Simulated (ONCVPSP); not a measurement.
thulium (Tm): ONCV pseudisation with PBE, scalar-relativistic reference atom.

ONCVPSP 4.0.1 input, shortened (lines: element, Z, core and valence counts, functional; n l f; lmax; l rc ep ncon nbas qcut; lloc lpopt rc5 dvloc0; l nproj debl; icmod fcfact rcfact), PBE, scalar-relativistic:

```
  Tm 69.00    9    4        4      upf
    1    0    2.00
    2    0    2.00
    2    1    6.00
    3    0    2.00
    3    1    6.00
    3    2   10.00
    4    0    2.00
    4    1    6.00
    4    2   10.00
    4    3   13.00
    5    0    2.00
    5    1    6.00
    6    0    0.50
    3
    0    1.60    0.00    4    7    9.20
    1    2.35    0.00    3    6    7.30
    2    1.80    0.19    4    9    5.80
    3    0.90    0.00    3    8   21.80
    4    5    0.75    0.00
    0    2    2.00
    1    2    0.80
    2    2    2.00
    3    2    3.30
    2    0.60    0.75
```

All-electron outer shells of the reference configuration (PBE, scalar-relativistic, ld1.x):

```
shell  level (eV)  outermost node (bohr)  outermost maximum (bohr)
   5s      -63.93                   0.59                      1.10
   5p      -37.42                   0.63                      1.26
   4f      -13.52                      –                      0.50
   6s      -12.08                   1.48                      3.01
```

Question: Is a potential produced?

Answer: No. ONCVPSP 4.0.1 stopped with "ERROR pspot: first pseudo wave function has node, program will stop": the optimised pseudo-wave of the first projector has a node, so the radial equation cannot be inverted for a potential. It happened in the s channel.
